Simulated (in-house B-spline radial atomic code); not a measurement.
The numbers below are computed, except where a source is named.
**Building a PAW s channel for Zn, r_c = 2.43 bohr**

Zn, [Ar] 3d10 4s2, non-relativistic LDA (VWN5), spherical and spin-unpolarised, from an all-electron radial atomic-structure program (B-spline basis) (atomic units; all potentials screened as in the neutral atom).

Two all-electron partial waves φ1, φ2 are integrated outwards at E1 = ε(4s) = -0.222725 and E2 = E1 + 1 hartree; φ1 is the bound orbital and φ2 has unit norm inside r_c = 2.4283 bohr. Smooth partners are polynomials, r^1(a0 + a1 r² + a2 r⁴ + a3 r⁶), matched to φ and three derivatives at r_c, with no condition on the norm. The local potential is -3.01314 + (1.22684) r² + (-0.2131) r⁴ + (0.013647) r⁶ inside 1.9982 bohr and the all-electron one outside.

```tsv
wave	φ(r_c)	φ'(r_c)	a0	a1	a2	a3
1	0.6388271	-0.1087151	0.4866973	-0.040216	-0.0003074146	0.0001180759
2	0.09030615	1.829616	-1.691665	0.4504416	-0.02939188	0.0004618515
```

Inside r_c the overlaps are <φi φj> = [[0.47202, -0.58931], [-0.58931, 1.00000]] and, for the smooth waves, [[0.59406, -0.95662], [-0.95662, 2.09034]]. With χj = (Ej − T − V_local) applied to smooth wave j, the program's quadrature gives the matrix B_ij = <smooth i, χj> as [[0.35775, -1.27300], [-0.90569, 3.28214]].

Q: Check the match of the first wave, and find the augmentation charges q_ij.

A: At r_c the four terms are 1.18185, -0.57585, -0.02596, 0.05879, which sum to 0.6388, φ1(r_c) to rounding. q_ij is the all-electron overlap less the smooth one: [[-0.12204, 0.36731], [0.36731, -1.09034]]. The smooth first wave has a norm of 0.5941 inside r_c against 0.4720, so q11 is negative and must stay small enough for the overlap operator to be positive.

Q: B isn't symmetric. Show that D_ij = B_ij + Ej q_ij is.

A: Integrating by parts gives B12 − B21 = (E1 − E2) q12: -1.27300 − (-0.90569) = -0.36731, and −1 × (0.36731) = -0.36731. So D12 = -1.27300 + (0.777275)(0.36731) = -0.98750 and D21 = -0.90569 + (-0.222725)(0.36731) = -0.98750; D11 = 0.38493, D22 = 2.43465. The projectors, p = (B⁻¹)ᵀ χ, are dual to the smooth waves; det B = 0.021.

Solving (T + V_local + Σ p D p) ψ = E (1 + Σ p q p) ψ in a sphere of 9 bohr, whose wall lifts the free-atom level a little, gives these levels:

```
all-electron  one projector  two projectors
   -0.222527      -0.222527       -0.222527
    0.080625       0.079332        0.080623
    0.407569       0.395973        0.407566
    0.892365       0.819235        0.892363
    1.523950       1.231130        1.523770
```

Q: What does the second projector gain?

A: With one projector the errors are 0.00, -1.29, -11.60, -73.13 millihartree, and the level at 1.2311 is out of step with the all-electron series: an extra state, or one far too low, so the pairing ends there. With two the errors are 0.00, 0.00, 0.00, 0.00, -0.18 millihartree. The scattering is exact at E1 and at E2 = 0.777, and over all levels compared the largest error is 0.18 millihartree. The lowest eigenvalue of the overlap operator is 0.5749 with one and 0.06203 with two projectors, close enough to zero to make that set ill-conditioned. The smooth orbital alone needs a cutoff of 1.22 hartree for 1 millihartree of kinetic energy, against 6.77 for a norm-conserving Troullier-Martins orbital of the same radius; part of the gain comes from giving up the norm, part from the simpler form.
